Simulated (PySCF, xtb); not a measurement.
Potential energy curve for BeF, doublet. Each curve is given relative to its own lowest point near equilibrium.

| R / Å | A | B | C | D |
|---|---|---|---|---|
| 1.04 | 173.2 | 183.1 | 170.2 | 181.4 |
| 1.10 | 104.7 | 107.7 | 96.3 | 111.1 |
| 1.17 | 52.9 | 51.5 | 44.2 | 57.5 |
| 1.22 | 29.3 | 26.7 | 22.4 | 32.7 |
| 1.29 | 9.6 | 7.1 | 5.9 | 11.5 |
| 1.33 | 3.6 | 1.9 | 1.6 | 4.8 |
| 1.37 | 0.6 | 0.0 | 0.0 | 1.2 |
| 1.41 | 0.0 | 0.7 | 0.3 | 0.0 |
| 1.44 | 0.8 | 2.5 | 1.6 | 0.5 |
| 1.52 | 7.2 | 11.7 | 7.8 | 6.1 |
| 1.60 | 17.7 | 25.0 | 16.6 | 16.2 |
| 1.71 | 36.2 | 46.6 | 30.4 | 34.6 |
| 1.87 | 66.2 | 80.3 | 50.9 | 65.3 |
| 2.04 | 97.8 | 114.5 | 70.9 | 98.6 |
| 2.24 | 130.9 | 148.9 | 90.4 | 139.1 |

Energies in mEh.

Task: Match the curves with the methods GFN1-xTB run with xtb; unrestricted B3LYP/3-21G run with PySCF 2.14.0; PySCF with unrestricted PBE0/cc-pVDZ; MP2 on UHF/cc-pVDZ, 1 core orbital frozen in PySCF 2.14.0.

Result: A is UKS-PBE0; B is UKS-B3LYP/3-21G; C is GFN1-xTB; D is UMP2.

The scan ran from 1.04 to 5.46 Å; beyond the distances shown one of the unrestricted levels run for this scan, shown here or not, changes its spin distribution in one step.
